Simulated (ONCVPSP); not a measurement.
V: one change to an ONCV potential, before and after

V, optimised norm-conserving Vanderbilt (ONCV), made with ONCVPSP 4.0.1 (PBEsol, scalar-relativistic). Core [Ar], reference 3d3 4s2. Waves: 4s: rc 2.30 bohr, ncon 3, nbas 8, qcut 2.7 1/bohr, 2 projectors, debl 3.2 Ha; p scattering state at 0.05 Ha: rc 2.35 bohr, ncon 3, nbas 7, qcut 3.9 1/bohr, 2 projectors, debl 1.5 Ha; 3d: rc 1.85 bohr, ncon 5, nbas 10, qcut 9.3 1/bohr, 1 projector. Local part: polynomial inside 1.60 bohr (lpopt 5, dvloc0 0 Ha). Core correction: Teter function, fcfact 5, rcfact 1.2.

All-electron outer shells of the reference configuration (PBEsol, scalar-relativistic, ld1.x):

| shell | level (eV) | outermost node (bohr) | outermost maximum (bohr) |
| --- | --- | --- | --- |
| 3p | -43.95 | 0.35 | 0.84 |
| 3d | -5.18 | – | 0.90 |
| 4s | -4.72 | 1.17 | 2.76 |

Change: all radii but the core radius scaled by about 1.09 (s 2.50, p 2.56, d 2.02 bohr); local potential polynomial inside 1.74 bohr (lpopt 5, dvloc0 0 Ha).

Cutoffs: the cutoffs (Ha) at which the residual kinetic energy of the hardest occupied pseudo-wave falls to 1 and 0.1 mHa per electron; they do not see the model core or the augmentation charge, which bear on the density cutoff. Errors are all-electron minus pseudo energies relative to the spin-unpolarised reference configuration.

Predict the effect on cutoff, ghosts and configuration errors.

The potential gets softer (32 Ha and 36 Ha → 29 Ha and 34 Ha); of the 4 tests that both files solve, the error grows in 0 and shrinks in 1 by more than 15 % and 0.3 meV (median size 45.8 → 48.3 meV); neither file shows a bound ghost. A larger radius leaves more room for a smooth pseudo-wave, so fewer plane waves are needed.

| quantity | base | changed |
| --- | --- | --- |
| cutoff, loose | 32 Ha | 29 Ha |
| cutoff, tight | 36 Ha | 34 Ha |
| loose cutoff by channel | s 3.0 Ha, d 32 Ha | s 2.9 Ha, d 29 Ha |
| bound ghosts | none | none |
| GHOST(+) flags under 300 eV | s at 55.2 eV, p at 66.7 eV | s at 64.6 eV |
| error for 3d3 4s1, meV [ΔE 7.75 eV] | -2.1 | -1.2 |
| error for 3d3 4s0, meV [ΔE 21.95 eV] | +19 | +21 |
| error for 3d2 4s0, meV [ΔE 50.80 eV] | -73 | -76 |
| error for 3d4 4s0, meV [ΔE 7.16 eV] | -179 | -154 |
| rms error of d²Exc/dni dnj with the model core, mHa | 11.66 | 11.46 |
